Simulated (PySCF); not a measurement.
Cl4Ti, triplet, geometry from GFN2-xTB (such geometries of metal compounds can be far from the true shape) (the multiplicity is a formal guess), with bond 5-1 at 1.6 times its length. Base run: DF-HF/def2-SV(P) (PySCF).

Here is a job for PySCF.
```python
from pyscf import gto, scf

mol = gto.Mole()
mol.atom = '''
    Ti    0.000257    0.010432    0.019913
    Cl    1.751671   -0.538335   -1.189234
    Cl    0.629398    0.500350    2.068059
    Cl   -0.974594    1.757651   -0.889601
    Cl   -2.246327   -2.692408    0.135417
'''
mol.basis = 'def2-sv(p)'
mol.charge = 0
mol.spin = 2
mol.verbose = 4
mol.build()

mf = scf.UHF(mol)
mf = mf.density_fit(auxbasis='def2-universal-jkfit')
mf.kernel()
mf.analyze()
```

Variants of this job, named by their change:

| change | ΔE vs base (µEh) | <S^2> | outcome |
|---|---|---|---|
| base | 0.0 | 2.011 | converged |
| diis = off (with mf.max_cycle = 100) | - | - | not converged |
| level_shift = 0.1 (with mf.max_cycle = 100) | 0.0 | 2.011 | converged |
| DIIS = EDIIS | - | - | not converged |
| DIIS = ADIIS | - | - | not converged |
| solver = newton | 0.0 | 2.011 | converged |
| init_guess = huckel | - | - | not converged |
| init_guess = atom | 0.0 | 2.011 | converged |
| diis = off; damp = 0.6 (with mf.diis_start_cycle = 200; with mf.max_cycle = 150) | - | - | not converged |
| diis_space = 2 | - | - | not converged |
| level_shift = 0.5 (with mf.max_cycle = 100) | - | - | not converged |
| conv_tol = 1e-6 | 1.6 | 2.011 | converged |
| diis_space = 12 | 0.0 | 2.011 | converged |

Open shells are given as the SCF converged; they aren't shown to be the lowest states, and a large step between rows can be another state.
